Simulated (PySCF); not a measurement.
H3ISi2, SMILES [SiH3][Si]I (connectivity only; charge and spin as stated), neutral, multiplicity 1.

Geometry: B3LYP-D3(BJ)/def2-SVP. The def2 effective core potentials stand for the cores of I; spin–orbit coupling is left out.

Calculation: PySCF with TDDFT-CAM-B3LYP/def2-SVPD.

Vertical excitations.  State labels are in the subgroup Cs.

```
state  symmetry  energy (eV)  λ (nm)      f                                            main pairs
-----  --------  -----------  ------  -----  ----------------------------------------------------
S1           A"         1.72     719  0.002                                       HOMO→LUMO 100 %
S2           A"         3.67     338  0.002                                      HOMO−2→LUMO 98 %
S3           A'         4.06     305  0.010                    HOMO−1→LUMO 63 %, HOMO→LUMO+1 34 %
S4           A"         4.20     295  0.001                                      HOMO−3→LUMO 98 %
S5           A'         4.26     291  0.059                    HOMO→LUMO+1 62 %, HOMO−1→LUMO 32 %
S6           A'         5.74     216  0.085                    HOMO→LUMO+2 61 %, HOMO→LUMO+3 25 %
S7           A"         5.80     214  0.003                                    HOMO−1→LUMO+1 96 %
S8           A'         6.00     207  0.063                HOMO−2→LUMO+1 75 %, HOMO−3→LUMO+1 11 %
S9           A"         6.07     204  0.004                                      HOMO−5→LUMO 97 %
S10          A'         6.14     202  0.054  HOMO→LUMO+3 52 %, HOMO−4→LUMO 22 %, HOMO→LUMO+2 15 %
T1           A"         0.94    1326      0                                        HOMO→LUMO 93 %
T2           A"         3.24     383      0                    HOMO−2→LUMO 77 %, HOMO−3→LUMO 15 %
T3           A'         3.31     374      0                                      HOMO−1→LUMO 98 %
T4           A'         3.51     354      0                                      HOMO→LUMO+1 92 %
```
Triplets are in the Tamm–Dancoff approximation, which puts them higher than full response would, so one can lie above its singlet here.
